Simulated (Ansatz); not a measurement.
GeBr₂. The state is a singlet with charge 0. Geometry r2SCAN-D4/def2-TZVP.

Cartesian coordinates in Å:
```
Ge -0.807 0.553 -0.163
Br 1.167 1.101 0.977
Br -0.360 -1.654 -0.814
```

The structure comes from a short search, and lower isomers may exist.

**Question.** Estimate the orbital energies around the gap (eV) in Ansatz with PBE-D4/def2-SVP, PBE-D4/def2-TZVP, BLYP-D4/def2-TZVP, r2SCAN-D4/def2-TZVPD, PBE0-D4/def2-TZVPD.

**Answer.** 
| orbital | PBE-D4/def2-SVP | PBE-D4/def2-TZVP | BLYP-D4/def2-TZVP | r2SCAN-D4/def2-TZVPD | PBE0-D4/def2-TZVPD |
| --- | --- | --- | --- | --- | --- |
| HOMO−13 | -31.22 | -31.25 | -31.17 | -32.17 | -35.40 |
| HOMO−12 | -31.19 | -31.21 | -31.14 | -32.13 | -35.36 |
| HOMO−11 | -31.14 | -31.16 | -31.09 | -32.08 | -35.30 |
| HOMO−10 | -31.11 | -31.11 | -31.05 | -32.03 | -35.25 |
| HOMO−9 | -31.06 | -31.07 | -31.00 | -31.98 | -35.19 |
| HOMO−8 | -19.53 | -19.63 | -19.45 | -20.48 | -21.98 |
| HOMO−7 | -18.98 | -19.08 | -18.92 | -19.91 | -21.39 |
| HOMO−6 | -12.72 | -12.79 | -12.65 | -13.26 | -14.36 |
| HOMO−5 | -9.07 | -9.13 | -8.90 | -9.57 | -10.44 |
| HOMO−4 | -8.07 | -8.20 | -7.99 | -8.59 | -9.55 |
| HOMO−3 | -7.96 | -8.09 | -7.89 | -8.48 | -9.37 |
| HOMO−2 | -7.29 | -7.45 | -7.25 | -7.83 | -8.69 |
| HOMO−1 | -6.88 | -7.05 | -6.85 | -7.42 | -8.33 |
| HOMO | -6.61 | -6.74 | -6.58 | -7.05 | -7.82 |
| LUMO | -3.80 | -3.90 | -3.78 | -3.93 | -3.25 |
| LUMO+1 | -1.33 | -1.54 | -1.44 | -1.40 | -0.94 |
| LUMO+2 | -1.10 | -1.29 | -1.17 | -1.15 | -0.71 |
| LUMO+3 | 2.85 | 3.25 | 3.32 | 0.64 | 0.48 |
| LUMO+4 | 6.05 | 3.67 | 3.82 | 1.17 | 1.02 |
| LUMO+5 | 6.70 | 3.77 | 3.84 | 1.31 | 1.05 |
